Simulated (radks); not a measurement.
Results of a calculation; reference values are marked as such.
All-electron atom: P2+ in [He] 2s2 2p5.5 3s2 3p1 4s0.5 (fractional occupations, a model configuration). Code: a radial shooting solver on a logarithmic mesh with Libxc functionals. Model: scalar-relativistic Kohn-Sham, AM05, spin-polarised, spherical densities, finite nucleus; open shells are filled with parallel spins first; Fermi nuclear charge, rms radius 3.1889 fm.

Normalised radial functions P(r) = r R(r), r in bohr:

```
   r/bohr * 2p up, o 3s down (the largest magnitude, 1.4, reaches the edge; | marks zero, & curves that meet)
 0.003343                             *o
 0.004947                             *o
 0.007321                             *o
  0.01083                             * o
  0.01603                             *  o
  0.02373                             |* o
   0.0354                             | * o
  0.05239                             |   &
  0.07754                             |   o  *
   0.1147                             | o         *
   0.1698                           o |                  *
   0.2513                      o      |                        *
   0.3719                     o       |                          *
   0.5505                         o   |                     *
   0.8146                             |      o     *
    1.206                             |    *         o
    1.799                             |*             o
    2.662                             *       o
    3.939                             * o
     5.83                             &
    8.628                             &
    12.77                             &
```

2p up: eigenvalue -163.63 eV, 0 radial nodes, <r> = 0.474 bohr, 90 % of the charge inside 0.790 bohr. 3s down: eigenvalue -37.239 eV, 2 radial nodes at r = 0.138, 0.641 bohr, <r> = 1.67 bohr, 90 % of the charge inside 2.48 bohr.
